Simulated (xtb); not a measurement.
Harmonic IR lines of one isomer of C₂H₅NSi, unscaled. These are GFN2-xTB in xtb values and carry that method's errors.

wavenumber (cm⁻¹): 501 (w), 547 (w), 716 (vw), 775 (vs), 785 (s), 1019 (vw), 1175 (m), 2274 (s), 2301 (vs), 2401 (s), 2969 (vw)

Question: Name which structure gives these lines.
(A) `C=NC=[SiH2]`
(B) `C#CN[SiH3]`
(C) `N#CC[SiH3]`
(D) `C[SiH]=C=N`

Answer: C, `N#CC[SiH3]`
